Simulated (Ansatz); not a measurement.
CH9NSi2 (`C[SiH2]N[SiH3]`), charge 0, multiplicity 1.

Q: Give a relaxed structure at PBE0-D4/def2-TZVP (the Gaussian-basis code of Ansatz). (Best estimate.)

A: Computed: 
Z-matrix (Å, degrees):
```
C
Si 1 1.865
H 1 1.094 2 110.6
H 1 1.093 2 110.9 3 120.2
H 1 1.093 2 111.0 3 -119.6
N 2 1.730 1 112.8 3 179.6
H 2 1.491 1 108.4 3 57.3
H 2 1.487 1 110.4 3 -61.8
Si 6 1.724 2 128.4 1 114.8
H 6 1.011 2 115.9 1 -70.0
H 9 1.489 6 109.9 2 -142.1
H 9 1.491 6 113.5 2 97.9
H 9 1.485 6 108.1 2 -22.2
```
This is one stationary point; other conformers may exist.
